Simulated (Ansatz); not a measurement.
```yaml
crystal:
  periodic: [false, false, false]
  atoms:
    - {symbol: C, position_ang: [0.732248, -0.604653, 1.758127]}
    - {symbol: C, position_ang: [0.484476, -0.465426, 0.266406]}
    - {symbol: O, position_ang: [1.263009, -0.683923, -0.688668]}
    - {symbol: O, position_ang: [-0.535983, 0.295462, 0.150915]}
    - {symbol: Si, position_ang: [-0.907349, 0.924808, -1.586102]}
    - {symbol: F, position_ang: [-2.173302, 1.654395, -1.256243]}
    - {symbol: F, position_ang: [-1.450963, -0.362442, -2.290685]}
    - {symbol: H, position_ang: [1.787039, -1.452700, 1.704621]}
    - {symbol: H, position_ang: [0.965278, 0.129781, 2.051529]}
    - {symbol: H, position_ang: [-0.040140, -1.219014, 2.041640]}
    - {symbol: H, position_ang: [0.016721, 1.750932, -2.114450]}
basis:
  gaussian: {orbitals: ANO-RCC-VTZP}
total_charge: 1
magnetization: {spin_polarized: true, initial_magnetization: 1}
hamiltonian: {xc: {name: r2SCANh}, dispersion: d4}
```

```sh
$ ansatz run in.yaml --threads 2 --pin off --events-out ev --progress --plain --max-ram 32768MiB --backend cpu
```

Shortened log:

```
Functional definition: r2SCANh
1849 factors; their error is unknown
mean field evaluation 1: about -19543.9641 eV, gradient 7.0e1 eV
mean field evaluation 2: about -19506.5632 eV, gradient 1.2e2 eV
mean field evaluation 4: about -19559.1412 eV, gradient 9.3e0 eV
mean field evaluation 8: about -19559.4926 eV, gradient 4.4e-1 eV
mean field evaluation 16: about -19559.5068 eV, gradient 9.7e-3 eV
mean field -19559.50681405 eV, -718.7986175065 hartree, gradient 6.3e-5 eV, S^2 0.757320; 2 other end points of the search recorded, 0 dependent functions left out
reference -19559.50683315 eV, -718.7986182084 hartree; 32, 31 occupied and 238, 239 virtual orbitals, 1849 factors
Total energy: -19559.56516029 eV, -718.8007616913 hartree
Relativity: scalar
```

It took 46 s on 2 threads of an AMD EPYC 7R13 on a shared host, with 1.5 GiB of host memory at the peak.
